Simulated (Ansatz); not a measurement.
`OBN[SiH3]` and `CNBO` differ in one element.

Ansatz, PBE0-D4/def2-TZVP geometries, multiplicity 1. Each molecule was computed in one conformer, which needn't be the lowest.

```
                                          property  `OBN[SiH3]`
    zero-point energy (PBE0-D4/def2-TZVP) / kJ/mol        184.6
           HOMO–LUMO gap (ωB97M-V/def2-TZVPP) / eV        12.15
              HOMO–LUMO gap (PBE0/def2-TZVPP) / eV         8.38
size of the dipole moment (ωB97M-V/def2-TZVPP) / D         1.33
  size of the dipole moment (B3LYP/def2-TZVPP) / D         1.31
                 LUMO energy (PBE/def2-TZVPP) / eV        -0.31
```

(1) What does the change do to each property? (Estimate.)

Results:

(1) Computed: 
```tsv
property	`CNBO`	shift
zero-point energy (PBE0-D4/def2-TZVP) / kJ/mol	218.7	34.1
HOMO–LUMO gap (ωB97M-V/def2-TZVPP) / eV	11.99	-0.16
HOMO–LUMO gap (PBE0/def2-TZVPP) / eV	8.36	-0.02
size of the dipole moment (ωB97M-V/def2-TZVPP) / D	0.56	-0.77
size of the dipole moment (B3LYP/def2-TZVPP) / D	0.59	-0.72
LUMO energy (PBE/def2-TZVPP) / eV	0.41	0.72
```

Dipoles are sizes alone; their direction can turn.

B3LYP here is the variant with VWN-RPA as its local correlation; programs differ in this.
